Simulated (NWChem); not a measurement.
System: CH$_{4}$ClGaO; SMILES [Cl][Ga]([CH3])[OH]

Input file for NWChem:

```
start job
memory heap 200 mb stack 900 mb global 1100 mb
geometry units angstroms noautoz
  Ga    -0.100156    -0.429229    -0.052183
  Cl     0.185533     1.658517    -0.540880
  C      1.345174    -1.722363    -0.001548
  H      1.826430    -1.785959    -0.988441
  H      0.957287    -2.711295     0.278603
  H      2.105255    -1.408286     0.728607
  O     -1.784957    -0.868379     0.302546
  H     -2.407918    -0.136292     0.243037
end
basis spherical
  * library sto-3g
end
dft
  xc xtpss03 ctpss03
  iterations 150
  mulliken
end
task dft energy
```

The geometry was optimised at PBE0/def2-SVP.

Predict the main results of this run. (TPSS/STO-3G.) Quantities: basis functions; energy (Ha); highest occupied level (eV); orbital gap (eV); dipole (D).


| Quantity | Result |
|---|---|
| number of basis functions | 41 |
| energy (Ha) | -2471.79 |
| highest occupied level (eV) | -0.26 |
| orbital gap (eV) | 0.37 |
| dipole (D) | 2.00 |
